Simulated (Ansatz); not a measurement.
C2H9AlOSi, relaxed with RKS PBE0-D4/def2-TZVP in the Gaussian-basis code of Ansatz from a PBE-D4/def2-SVP geometry. The force threshold is 0.005 eV/Å; the program also tests the step.

Total charge 0; spin multiplicity 1. The bonds changed during the relaxation, so this is another structure than the one it started from.

Start:

```xyz
14

O     0.837    0.491   -1.220
C     0.801   -0.541   -0.075
Al    2.413    0.608   -0.001
C    -0.399   -0.339    0.829
Si   -2.099   -0.343   -0.045
H     0.051    1.077   -1.182
H     0.787   -1.529   -0.576
H     3.758    0.236   -0.778
H     2.254    1.892    0.947
H    -0.409   -1.172    1.566
H    -0.313    0.591    1.435
H    -2.308   -1.629   -0.796
H    -2.157    0.791   -1.044
H    -3.216   -0.134    0.940
```

| step | energy (eV) | largest force (eV/Å) | largest move (Å) |
| --- | --- | --- | --- |
| 1 | -18732.4661 | 0.683 | 0.000 |
| 2 | -18732.5103 | 0.281 | 0.032 |
| 3 | -18732.5169 | 0.101 | 0.019 |
| 4 | -18732.5178 | 0.026 | 0.009 |
| 5 | -18732.5179 | 0.036 | 0.017 |
| 6 | -18732.5180 | 0.015 | 0.006 |
| 7 | -18732.5181 | 0.008 | 0.004 |
| 8 | -18732.5181 | 0.006 | 0.003 |
| 9 | -18732.5181 | 0.001 | 0.001 |

End:

```xyz
14

O     0.832    0.502   -1.193
C     0.792   -0.537   -0.069
Al    2.381    0.599   -0.014
C    -0.404   -0.335    0.828
Si   -2.077   -0.346   -0.047
H     0.070    1.091   -1.150
H     0.764   -1.499   -0.580
H     3.715    0.228   -0.783
H     2.241    1.865    0.938
H    -0.409   -1.155    1.554
H    -0.311    0.583    1.420
H    -2.280   -1.628   -0.771
H    -2.129    0.760   -1.050
H    -3.186   -0.129    0.917
```

Hardware: 4 threads of an Arm Neoverse V1 on a shared host. Wall time 47 s, peak host memory 0.65 GiB.
